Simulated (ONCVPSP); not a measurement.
## chromium (Cr), ONCV: configuration errors across variants

- Element: chromium (Cr)
- Generator: ONCVPSP 4.0.1
- Type: optimised norm-conserving Vanderbilt (ONCV)
- Functional: LDA (Perdew-Wang 92)
- Relativity: scalar-relativistic
- Frozen core: [Ar]
- Valence charge: 6
- Reference configuration: 3d4 4s2
- Partial waves: 4s: rc 2.55 bohr, ncon 5, nbas 8, qcut 2 1/bohr, 2 projectors, debl 1.8 Ha; p scattering state at 0.29 Ha: rc 2.35 bohr, ncon 4, nbas 9, qcut 4.2 1/bohr, 2 projectors, debl 0.4 Ha; 3d: rc 1.95 bohr, ncon 3, nbas 8, qcut 9.4 1/bohr, local
- Local potential: the d channel
- Core correction: Teter function fitted to the true core (icmod 2), fcfact 0.4

In the p channel the program set the typed energies aside and used 0.050, 0.450 Ha.

All-electron excitation energies from the reference (eV): (1) 3d5 4s1 0.051; (2) 3d5 4s0 7.184; (3) 3d4 4s0 23.527; (4) 3d5 4s0.5 2.865.

5 further variants failed, have other tests or another functional or relativity, and are left out.

A true bound ghost makes a file unfit for plane-wave use even where its test errors are small: the radial tests pick states by their node count and pass the ghost by.

Errors AE − PS in meV (a dash: test not solved or not reliable):

| change | (1) | (2) | (3) | (4) | bound ghosts | GHOST(+) flags above zero |
| --- | --- | --- | --- | --- | --- | --- |
| base | -108 | -159 | -1.1 | -133 | s, p | none |
| s: debl 0.6 | -108 | -159 | -1.1 | -133 | s, p | none |
| s: qcut 1.6 | -103 | -147 | +0.6 | -125 | s, p | none |
| core correction polynomial model core, fcfact 0.7 | -118 | -184 | -28 | -148 | s, p | none |
| p: rc 2.8 | -108 | -159 | -1.1 | -133 | s | p |

Question: Give the same row for: s: qcut 1.8; p: qcut 3.9; d: qcut 8.7.

Answer: -101, -136, +1.3, -119; bound ghosts: s, p; GHOST(+) flags above zero: p.
